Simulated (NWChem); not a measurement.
System: C2H8BNO; SMILES CNB(C)O

The following NWChem deck was run.

```
start job
memory heap 200 mb stack 900 mb global 1100 mb
geometry units angstroms noautosym nocenter noautoz
  B      0.031545     0.519900     0.072505
  C     -0.778306     1.874373     0.006084
  H     -1.854015     1.745067    -0.187631
  H     -0.365932     2.524777    -0.782571
  H     -0.666919     2.429807     0.951688
  N     -0.623529    -0.724119    -0.108182
  C     -0.068003    -2.048504    -0.084063
  H     -1.620570    -0.697196    -0.278867
  H     -0.201137    -2.583760    -1.041311
  H     -0.502786    -2.678448     0.712618
  H      1.016458    -2.012037     0.104377
  O      1.380921     0.612019     0.310675
  H      1.828404    -0.237958     0.342161
end
basis spherical
  * library 6-311g**
end
dft
  xc b3lyp
  iterations 150
end
tddft
  cis
  ecut -13.0
  nroots 6
  notriplet
end
task tddft energy
```

All runs use the structure optimised with PBE0/def2-SVP. Not confirmed as a minimum by frequencies. B3LYP is NWChem's, with the RPA form of VWN correlation.

Core excitations by TDA in a window of 1s orbitals, non-relativistic and unshifted: absolute energies depend strongly on the exact-exchange share.

### Question
Give the results of this calculation. (B3LYP/6-311G** (spherical d), restricted-window TDA.) Quantities: first 1s excitation (eV); dipole oscillator strength of the first; first state with f > 0.002 (eV); dipole oscillator strength of that state.

### Answer
- first 1s excitation (eV): 388.5
- dipole oscillator strength of the first: 0.0050
- first state with f > 0.002 (eV): 388.5
- dipole oscillator strength of that state: 0.0050
